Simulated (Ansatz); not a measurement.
Input for Ansatz (an electronic-structure program): R-CCSD(T)/aug-cc-pV(D+d)Z on ClH5OSi (a complex), monomers drawn apart or pushed together. Files ending in .json are basis or fitting sets from the Basis Set Exchange.

Ansatz 0.2 input:
```yaml
crystal:
  periodic: [false, false, false]
  atoms:
    - {symbol: O, position_ang: [0.09649005, -0.38124144, 0.07613971]}
    - {symbol: H, position_ang: [0.78542324, -0.95395377, -0.27665189]}
    - {symbol: H, position_ang: [0.56608962, 0.32634946, 0.53390192]}
    - {symbol: Si, position_ang: [-0.43232637, -0.90308853, 3.68867044]}
    - {symbol: Cl, position_ang: [0.95096866, 0.65268356, 3.60851234]}
    - {symbol: H, position_ang: [-0.69496300, -1.14652117, 5.12205739]}
    - {symbol: H, position_ang: [0.16959710, -2.09911153, 3.07563715]}
    - {symbol: H, position_ang: [-1.66257735, -0.48007136, 3.00249602]}
basis:
  gaussian:
    orbitals: aug-cc-pV_D+d_Z.json
magnetization: {spin_polarized: false}
correlation: {method: ccsd_t, electrons: outside_noble_gas}
scf: {lower_state_search: off}
```

The head of its log:

```
WARN ansatz: RAYON_NUM_THREADS=2 ignored (pool sized by the plan → 2); use --threads N
Functional definition: HF
these checks for a lower state are left out or cut short: stability, starts, cluster_reference, orbital_swaps, neighbouring_geometries, increment
integrals: 0.29 GiB planned
1282 factors; integrals over basis functions are off by at most 7.4e-4 eV
mean field: 0.49 GiB planned
mean field evaluation 1: about -22481.6319 eV, gradient 3.4e1 eV
mean field evaluation 2: about -22481.6356 eV, gradient 3.4e1 eV
mean field evaluation 4: about -22484.1623 eV, gradient 2.4e0 eV
mean field evaluation 8: about -22484.1893 eV, gradient 1.5e-1 eV
mean field -22484.18939487 eV, -826.2787199307 hartree, gradient 3.2e-6 eV, S^2 0.000000; 0 other end points of the search recorded, 0 dependent functions left out
11 core orbitals not correlated
reference -22484.18939487 eV, -826.2787199307 hartree; 11, 11 occupied and 110, 110 virtual orbitals, 1282 factors
```

**Question.** Predict the final total energy.

**Answer.** -826.8185 hartree (reference determinant -826.2787, T1 diagnostic 0.011).
